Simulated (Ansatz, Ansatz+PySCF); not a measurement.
```xyz
2

C     0.0000    0.0000   -0.5930
O     0.0000    0.0000    0.4448
```

Basis set: def2-SVP (spherical functions). Correlated methods keep 2 orbitals frozen. Charge 0, multiplicity 1.

Computed with Ansatz (development build ahead of 0.2.0); each method stands on the lowest determinant of its kind that the runs found. Restricted open shells among the atoms or ions are ROHF, correlated in semicanonical orbitals with singles.

**Question.** Give the atomization energy at this shape (free ground-state atoms in the same class of orbitals less the molecule, no zero-point energy) of singlet CO by RHF-CCSD(T), RHF-CCSD, RHF-MP2, RHF, UHF.

**Answer.**

```csv
method,atomization energy
RHF-CCSD(T),10.05 eV
RHF-CCSD,9.86 eV
RHF-MP2,10.54 eV
RHF,7.49 eV
UHF,7.24 eV
```

Caution: the shape is not the minimum.
